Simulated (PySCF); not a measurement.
Solvent effects on NMR parameters

Cartesian coordinates in Å; atom numbers follow the order of the lines, from 1:
```xyz
22

C     1.445   -1.196    0.645
C     0.749    0.068    0.141
C     0.515    1.054    1.284
C     1.580    0.711   -0.970
P    -0.881   -0.473   -0.616
C    -1.855    1.046   -0.897
P    -1.976   -1.400    1.098
S    -0.687   -1.576   -2.218
H     0.909   -1.650    1.494
H     2.460   -0.946    0.994
H     1.526   -1.945   -0.158
H     1.477    1.274    1.776
H     0.107    2.011    0.925
H    -0.164    0.651    2.050
H     1.121    1.641   -1.342
H     2.578    0.966   -0.578
H     1.697    0.023   -1.820
H    -2.796    0.749   -1.380
H    -2.065    1.588    0.036
H    -1.300    1.692   -1.593
H    -3.123   -1.608    0.273
H    -1.443   -2.690    0.806
```

GIAO PBE0/pcSseg-1 in PySCF on one PBE0-D3(BJ)/def2-SVP conformer, non-relativistic, equivalent nuclei averaged. Solvents enter as an IEF-PCM continuum (cyclohexane with ε = 2.0, acetone with ε = 20.5) around the gas-phase geometry. Shifts are referred to TMS, CS2 computed in the same medium.

Gas phase, δ in ppm: C2 38.2, C1/C3/C4 25.3, C6 20.4, S8 -150.9, H21/H22 3.15, H18/H19/H20 1.47, H9/H10/H11/H12/H13/H14/H15/H16/H17 1.13. Dipole moment 3.76 D.

(1) How does each δ change in the continuum?

(2) Which nuclei move most (in ppm), and what does the model miss?

Results:

(1) 
| atoms | environment | Δδ, cyclohexane | Δδ, acetone |
| --- | --- | --- | --- |
| C2 | fully substituted sp3 carbon bonded to P | +0.6 | +1.6 |
| C1/C3/C4 | methyl carbon | +0.1 | +0.2 |
| C6 | methyl carbon bonded to P | +0.2 | +0.6 |
| S8 | sulfur bonded to P | -21.7 | -52.3 |
| H21/H22 | hydrogen on a phosphorus bonded to P | +0.06 | +0.12 |
| H18/H19/H20 | hydrogen on a methyl carbon bonded to P | +0.07 | +0.19 |
| H9/H10/H11/H12/H13/H14/H15/H16/H17 | hydrogen on a methyl carbon | +0.01 | +0.03 |

Changes are relative to the gas phase. The dipole moment becomes 4.47 D in cyclohexane, 5.70 D in acetone.

(2) S8 (sulfur bonded to P, -52.3 ppm) in acetone. A continuum only polarises the solute; specific hydrogen bonds, the anisotropy of aromatic solvents and changes of geometry or conformer are outside it.
